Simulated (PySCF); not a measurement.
Cartesian coordinates (Å):
```xyz
5

Zn     0.1206     0.1153     0.2761
O     -1.3420     0.4850     1.1943
H     -2.1226    -0.0192     0.9321
S      1.9794    -0.2063    -0.7679
H      2.3941    -1.1362     0.1241
```
Charge 0, multiplicity 1.

Q: Estimate the total energy, LUMO, HOMO, charge on the central atom (meta-Löwdin) and dipole moment that TPSSh-D3(BJ)/def2-TZVP // r2SCAN-D4/def2-SVP (PySCF) returns for this input.

A: 
The total energy is -2254.1242 Ha. The LUMO is -1.36 eV and the HOMO is -6.83 eV. The charge on the central atom (meta-Löwdin) comes out as 1.19 e and the dipole moment is 1.53 D.
